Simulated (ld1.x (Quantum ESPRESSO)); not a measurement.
## How hard is this Pb TM potential?

ld1.x (Quantum ESPRESSO) 7.5 input, shortened:

```
&input
   title='Pb', zed=82., rel=1, dft='PBESOL', iswitch=3,
   config='[Xe] 4f14 5d10 6s2 6p2'
 /
 &inputp
   pseudotype=2, tm=.true., lloc=-1, rcloc=1.45,
   nlcc=.false.
 /
3
6S  1  0   2.00   0.00  1.85  1.85  0.0
6P  2  1   2.00   0.00  2.20  2.20  0.0
5D  3  2  10.00   0.00  1.15  1.15  0.0
 &test
   configts(1)='5d10 6s2 6p2'
 /
```

The pseudo-atom Hamiltonian at the reference potential is diagonalised in spherical Bessel functions j_l(qr) that vanish at 20 bohr, with q² up to the cutoff. All-electron valence levels (Ry): 6s -0.8890, 6p -0.2584, 5d -1.5553.

Problem. How do the lowest levels (Ry) of each channel move with the cutoff, and are there ghosts?

Solution.

| cutoff (Ry) | s #1 | s #2 | p #1 | p #2 | d #1 | f #1 | Σ f·Δε (mRy) |
| --- | --- | --- | --- | --- | --- | --- | --- |
| 8 | -1.9431 | -0.8677 | -0.2550 | 0.0243 | -0.1887 | 0.1039 | 13715.8 |
| 12 | -5.1141 | -0.8757 | -0.2581 | 0.0242 | -0.5373 | 0.1039 | 10207.4 |
| 18 | -8.4952 | -0.8817 | -0.5829 | -0.2555 | -1.0216 | 0.1039 | 5357.0 |
| 25 | -10.0525 | -0.8869 | -2.2367 | -0.2583 | -1.3129 | 0.1039 | 2428.2 |
| 35 | -10.9930 | -0.8885 | -3.1328 | -0.2584 | -1.5149 | 0.1039 | 405.5 |
| 45 | -11.1966 | -0.8887 | -3.3910 | -0.2584 | -1.5501 | 0.1039 | 53.2 |
| 55 | -11.2502 | -0.8889 | -3.4719 | -0.2584 | -1.5528 | 0.1039 | 25.3 |
| 70 | -11.2672 | -0.8890 | -3.5111 | -0.2584 | -1.5535 | 0.1039 | 18.2 |
| 90 | -11.2711 | -0.8890 | -3.5175 | -0.2584 | -1.5549 | 0.1039 | 3.7 |
| 110 | -11.2713 | -0.8890 | -3.5180 | -0.2584 | -1.5553 | 0.1039 | 0.5 |
| 140 | -11.2713 | -0.8890 | -3.5181 | -0.2584 | -1.5553 | 0.1039 | 0.3 |
| 400 | -11.2714 | -0.8890 | -3.5181 | -0.2584 | -1.5553 | 0.1039 | 0.0 |

Result: ghost states, extra bound levels that the all-electron valence spectrum of the same l lacks: s at -153.4 eV, p at -47.9 eV (a true bound ghost makes a file unfit for plane-wave use); 10 mRy is reached at 90 Ry and 1 mRy at 110 Ry.
